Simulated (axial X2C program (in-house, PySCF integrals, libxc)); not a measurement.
**ZrSi at several levels of theory**

Calculated with an in-house all-electron X2C program for linear molecules (integrals from PySCF). Spin-free means the one-electron spin-free X2C Hamiltonian; two-component (2c) means X2C with spin–orbit coupling and atomic mean-field two-electron Coulomb and Gaunt terms, so the difference of the two also holds small scalar two-electron terms. Basis: Zr dyall-v3z [11s12p9d4f2g], Si dyall-v3z [8s7p2d1f] (cores contracted in-house); Gaussian nuclei, density fitting, unrestricted open shells. Masses: Zr 89.905 u, Si 27.977 u.

State, spin-free: M_S = 2, Λ = 2 (beyond evenly filled blocks: σα, π+α, π-α, δ+α); electrons by block: σα: 14, σβ: 13, π+α: 6, π+β: 5, π-α: 6, π-β: 5, δ+α: 2, δ+β: 1, δ-α: 1, δ-β: 1. Fragments: Zr + Si.

State, 2c: Ω = 4 (⟨Sz⟩ = 2.00, ⟨Lz⟩ = 2.00 at PBE0); electrons by block: 1/2: 19, -1/2: 19, 3/2: 7, -3/2: 6, 5/2: 2, -5/2: 1. Fragments: Zr + Si.

```tsv
Hamiltonian	level	Re (Å)	ωe (cm⁻¹)	Be (cm⁻¹)	De (eV)	D0 (eV)	k (mdyn/Å)	μ (D)
spin-free	PBE0	2.518	369.7	0.1246	2.88	2.86	1.72	-3.97
spin-free	HF	2.551	342.8	0.1214	n/a	n/a	1.48	-6.16
spin-free	MP2	2.497	398.7	0.1267	2.71	2.68	2	n/a
spin-free	B3LYP	2.548	350.5	0.1217	2.55	2.53	1.54	-3.45
spin-free	TPSS	2.546	352.2	0.1219	3.04	3.01	1.56	-3.64
2c	PBE0	2.517	369.8	0.1247	n/a	n/a	1.72	-3.96
2c	HF	2.550	342.8	0.1215	n/a	n/a	1.48	-6.15
2c	MP2	2.497	399.4	0.1268	n/a	n/a	2.01	n/a
2c	B3LYP	2.547	350.6	0.1218	n/a	n/a	1.55	-3.44
```

Correlated methods: 24 electrons correlated (number of frozen shells: Zr 3 s, 2 p, 1 d; Si 1 s), 266 virtual spin orbitals or spinors in MP2.

Dipoles are positive if Si is the positive end.

The state is one determinant whose occupation by symmetry is held fixed; it was picked as the lowest of a PBE0 search that is not exhaustive. Dissociation energies refer to the lowest single-determinant-based atoms at the same level and basis. De is not given where an atomic determinant may have missed its ground term or J level, or where the truncated virtual space spoils (T). Density functionals use the spin component along the axis (collinear). Other states lie close and PBE0, whose exact exchange favours high spin, may order them wrongly; the determinant shown need not be the ground state. The nearest other spin-free determinant of the search, M_S = 1, Λ = 1, lies 0.37 eV up at the distance of the search. Without a current term, density functionals place determinants with orbital angular momentum somewhat too high. With several unpaired electrons one determinant need not be a pure state. Open-shell Ω = 0 determinants with evenly filled partner blocks cannot be reached by this program, so the Ω shown need not be the lowest component. At some level and bond length an empty orbital lies below a filled one.

No reliable constants came from TPSS (2c): no minimum in range, unconverged points, a curve that is not smooth, a change of character along it, or the two Hamiltonians disagreeing along it.

Rough cost a point (2c) on 1 thread(s) of a shared host, integrals apart: PBE0 2.3 s, HF 1.7 s, B3LYP 2.6 s.
